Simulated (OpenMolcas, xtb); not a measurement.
# A ladder of methods for C2H2Cl2Si (SMILES C#C[SiH](Cl)Cl)

C2H2Cl2Si: 7 atoms, total charge 0, spin state singlet. SMILES: `C#C[SiH](Cl)Cl`. The shape is that of a PBE0-D4/def2-TZVP optimisation.

Each level gives the vertical ionisation energy (to the doublet cation) (eV). The values are calculated.

```json
{"level": "GFN2-xTB", "kind": "semi-empirical", "program": "xtb", "value (eV)": "14.44", "less CCSD(T)/def2-SVP": "+3.33", "CPU time (all runs)": "under 2 s"}
{"level": "HF/def2-SVP", "kind": "Hartree–Fock", "program": "OpenMolcas", "value (eV)": "10.10", "less CCSD(T)/def2-SVP": "-1.01", "CPU time (all runs)": "35 s"}
{"level": "SVWN5/def2-SVP", "kind": "LDA", "program": "OpenMolcas", "value (eV)": "10.49", "less CCSD(T)/def2-SVP": "-0.62", "CPU time (all runs)": "2 min"}
{"level": "BLYP/def2-SVP", "kind": "GGA", "program": "OpenMolcas", "value (eV)": "10.08", "less CCSD(T)/def2-SVP": "-1.03", "CPU time (all runs)": "81 s"}
{"level": "PBE/def2-SVP", "kind": "GGA", "program": "OpenMolcas", "value (eV)": "10.33", "less CCSD(T)/def2-SVP": "-0.78", "CPU time (all runs)": "87 s"}
{"level": "TPSS/def2-SVP", "kind": "meta-GGA", "program": "OpenMolcas", "value (eV)": "10.39", "less CCSD(T)/def2-SVP": "-0.72", "CPU time (all runs)": "1.9 min"}
{"level": "PBE0/def2-SVP", "kind": "global hybrid", "program": "OpenMolcas", "value (eV)": "10.84", "less CCSD(T)/def2-SVP": "-0.27", "CPU time (all runs)": "65 s"}
{"level": "CCSD(T)/def2-SVP, open shells restricted", "kind": "coupled cluster or CI", "program": "OpenMolcas", "value (eV)": "11.11", "less CCSD(T)/def2-SVP": "0.00", "CPU time (all runs)": "2.7 min"}
```

CCSD(T)/def2-SVP, open shells restricted is the highest level here, not the true value. The values span 10.08 to 14.44 eV. The xTB values lack the empirical shift that such differences need. Times are those of the runs behind each value, whatever else they computed, on shared processors of several kinds: orders of magnitude only.
